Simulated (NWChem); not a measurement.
System: C$_{2}$H$_{8}$BN; SMILES CB(C)N

Input file for NWChem:

```
start job
memory heap 200 mb stack 900 mb global 1100 mb
geometry units angstroms noautoz
  B      0.000000     0.000000     0.056517
  C      1.383024    -0.023533    -0.725857
  H      1.473759     0.850504    -1.386110
  H      1.444409    -0.901002    -1.384959
  H      2.266942    -0.037956    -0.075117
  C     -1.383024     0.023533    -0.725857
  H     -1.444409     0.901002    -1.384959
  H     -2.266942     0.037956    -0.075117
  H     -1.473759    -0.850504    -1.386110
  N      0.000000     0.000000     1.461103
  H     -0.845253     0.014317     2.016176
  H      0.845253    -0.014317     2.016176
end
basis spherical
  * library def2-tzvp
end
dft
  xc xcamb88 1.00 lyp 0.81 vwn_5 0.19 hfexch 1.00
  cam 0.33 cam_alpha 0.19 cam_beta 0.46
  iterations 150
  semidirect filesize 400000000
  mulliken
end
task dft energy
```

All runs use the structure optimised with B3LYP/6-31G* (spherical d).

Question: What results follow from this input? (CAM-B3LYP/def2-TZVP.) Quantities: energy (Ha); highest occupied level (eV); orbital gap (eV); dipole (D).

Answer: 
| Property | Result |
|---|---|
| energy (Ha) | -160.67 |
| highest occupied level (eV) | -9.51 |
| orbital gap (eV) | 11.02 |
| dipole (D) | 1.27 |
